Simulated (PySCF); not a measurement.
# Computed records: B₂FH₃O, CH₇B₂Si, CH₅B₃

Calculation on a computer-drawn molecule: the log of a Hartree-Fock and frozen-core CCSD(T) single point meant for a local Hartree-Fock minimum, with one planted fault or none, to be diagnosed. Offsets are logged minus clean, where the clean run is the same molecule without the fault. The reference is restricted for singlets and unrestricted otherwise, and also for a bond in bohr or an excited solution. Adding or removing an electron swaps singlet and doublet. The excited solution moves the top pair (singlet) or top alpha electron (doublet) to the lowest empty orbital. Highest occupied and lowest empty are orbital energies over both spins, largest force is the largest gradient component, triples share is (T) over the correlation energy, the T1 limit is 0.02 restricted and 0.045 unrestricted, electrons count all cores, a negative frequency is imaginary (commonest isotopes), and the dipole is about the centre of nuclear charge. Program: PySCF 2.14.0.

Common to all runs: meant charge 0; logged SCF converged yes; logged CC converged yes; logged SCF stable within its kind yes; possible faults no fault, one electron removed, one electron added, multiplicity raised by two, geometry at a saddle point, SCF held on an excited solution, minimal basis STO-3G, one bond length entered in bohr, all coordinates scaled.

```yaml
- entry: 1
  formula: B2FH3O
  logged_structure:
    atoms_angstrom:
      - [B, -0.8607, -0.3753, -0.5482]
      - [B, 0.738, -0.6088, 0.027]
      - [O, 1.1191, -1.2792, 1.1311]
      - [F, 1.74, -0.0742, -0.6834]
      - [H, -1.375, -1.1488, -1.3097]
      - [H, -1.5176, 0.573, -0.2139]
      - [H, 0.4135, -1.6563, 1.6322]
  given:
    meant_multiplicity: 1
    meant_basis: cc-pVDZ
    logged_electrons: 30
    logged_basis_functions: 71
    logged_spin_squared: 2.0111
    "logged_highest_occupied [eV]": -7.986
    "logged_lowest_empty [eV]": -1.6858
    "logged_largest_force [hartree/bohr]": 0.085587
    logged_T1_diagnostic: 0.020443
    logged_D1_diagnostic: 0.10119
    logged_triples_share: 0.024193
    "logged_dipole_magnitude [debye]": 2.3581
    "logged_energy_HF [hartree]": -225.36071
    "logged_energy_CCSD(T) [hartree]": -225.93427
    drawn_bonds_atom: [1, 2, 2, 1, 1, 3]
    drawn_bonds_other_atom: [2, 3, 4, 5, 6, 7]
    drawn_bonds_order: [1, 1, 1, 1, 1, 1]
  results:
    planted_fault: "multiplicity raised by two"
    "HF_energy_offset_from_clean_run [kcal/mol]": 92.7
    "CCSD(T)_energy_offset_from_clean_run [kcal/mol]": 92.29
- entry: 2
  formula: B2FH3O
  logged_structure:
    atoms_angstrom:
      - [B, -0.8607, -0.3753, -0.5482]
      - [B, 0.738, -0.6088, 0.027]
      - [O, 1.1191, -1.2792, 1.1311]
      - [F, 1.74, -0.0742, -0.6834]
      - [H, -1.375, -1.1488, -1.3097]
      - [H, -1.5176, 0.573, -0.2139]
      - [H, -0.2142, -1.9917, 2.0781]
  given:
    meant_multiplicity: 1
    meant_basis: cc-pVDZ
    logged_electrons: 30
    logged_basis_functions: 71
    logged_spin_squared: 0.8278
    "logged_highest_occupied [eV]": -12.285
    "logged_lowest_empty [eV]": 1.2226
    "logged_largest_force [hartree/bohr]": 0.013892
    logged_T1_diagnostic: 0.056346
    logged_D1_diagnostic: 0.30285
    logged_triples_share: 0.030325
    "logged_dipole_magnitude [debye]": 1.5976
    "logged_energy_HF [hartree]": -225.37683
    "logged_energy_CCSD(T) [hartree]": -225.93684
    drawn_bonds_atom: [1, 2, 2, 1, 1, 3]
    drawn_bonds_other_atom: [2, 3, 4, 5, 6, 7]
    drawn_bonds_order: [1, 1, 1, 1, 1, 1]
  results:
    planted_fault: "one bond length entered in bohr, row 6 of the drawn bonds"
    "HF_energy_offset_from_clean_run [kcal/mol]": 82.59
    "CCSD(T)_energy_offset_from_clean_run [kcal/mol]": 90.68
  notes: ["T1 above single-reference limit"]
- entry: 3
  formula: CH7B2Si
  logged_structure:
    atoms_angstrom:
      - [B, -2.1982, -0.6463, -0.223]
      - [B, -1.1577, 0.1808, -1.2556]
      - [C, 0.3816, 0.2064, -1.0995]
      - [Si, -1.9795, 1.1955, -2.8475]
      - [H, -2.6863, -0.1131, 0.7405]
      - [H, -2.5398, -1.7814, -0.4392]
      - [H, 0.919, -0.4329, -0.4033]
      - [H, 1.0291, 0.8634, -1.6745]
      - [H, -3.4381, 1.4401, -2.7036]
      - [H, -1.3139, 2.5116, -3.0395]
      - [H, -1.602, -0.3112, -5.1913]
  given:
    meant_multiplicity: 2
    meant_basis: "cc-pV(D+d)Z"
    logged_electrons: 37
    logged_basis_functions: 100
    logged_spin_squared: 1.5624
    "logged_highest_occupied [eV]": -8.7744
    "logged_lowest_empty [eV]": 0.74279
    "logged_largest_force [hartree/bohr]": 0.0086418
    logged_T1_diagnostic: 0.040557
    logged_D1_diagnostic: 0.18345
    logged_triples_share: 0.032954
    "logged_dipole_magnitude [debye]": 1.3422
    "logged_energy_HF [hartree]": -380.06245
    "logged_energy_CCSD(T) [hartree]": -380.51195
    drawn_bonds_atom: [1, 2, 2, 1, 1, 3, 3, 4, 4, 4]
    drawn_bonds_other_atom: [2, 3, 4, 5, 6, 7, 8, 9, 10, 11]
    drawn_bonds_order: [1, 1, 1, 1, 1, 1, 1, 1, 1, 1]
  results:
    planted_fault: "one bond length entered in bohr, row 10 of the drawn bonds"
    "HF_energy_offset_from_clean_run [kcal/mol]": 66.48
    "CCSD(T)_energy_offset_from_clean_run [kcal/mol]": 72.94
- entry: 4
  formula: CH5B3
  logged_structure:
    atoms_angstrom:
      - [B, -1.4223, 0.3219, 2.0985]
      - [B, -1.9774, -0.0031, -1.0076]
      - [C, -2.2312, -0.2526, -2.3509]
      - [B, -2.4105, -1.7751, -2.295]
      - [H, -1.4201, -0.6262, 2.8267]
      - [H, -1.2108, 1.4081, 2.5566]
      - [H, -2.3044, 0.3479, -3.2423]
      - [H, -2.6529, -2.4373, -3.2668]
      - [H, -2.3061, -2.3455, -1.2354]
  given:
    meant_multiplicity: 1
    meant_basis: cc-pVDZ
    logged_electrons: 26
    logged_basis_functions: 81
    logged_spin_squared: 0.8785
    "logged_highest_occupied [eV]": -9.762
    "logged_lowest_empty [eV]": 1.0701
    "logged_largest_force [hartree/bohr]": 0.012116
    logged_T1_diagnostic: 0.04837
    logged_D1_diagnostic: 0.20918
    logged_triples_share: 0.041115
    "logged_dipole_magnitude [debye]": 2.1432
    "logged_energy_HF [hartree]": -114.62143
    "logged_energy_CCSD(T) [hartree]": -115.03932
    drawn_bonds_atom: [1, 2, 3, 1, 1, 3, 4, 4]
    drawn_bonds_other_atom: [2, 3, 4, 5, 6, 7, 8, 9]
    drawn_bonds_order: [1, 2, 1, 1, 1, 1, 1, 1]
  results:
    planted_fault: "one bond length entered in bohr, row 1 of the drawn bonds"
    "HF_energy_offset_from_clean_run [kcal/mol]": 86.39
    "CCSD(T)_energy_offset_from_clean_run [kcal/mol]": 96.53
  notes: ["T1 above single-reference limit"]
```
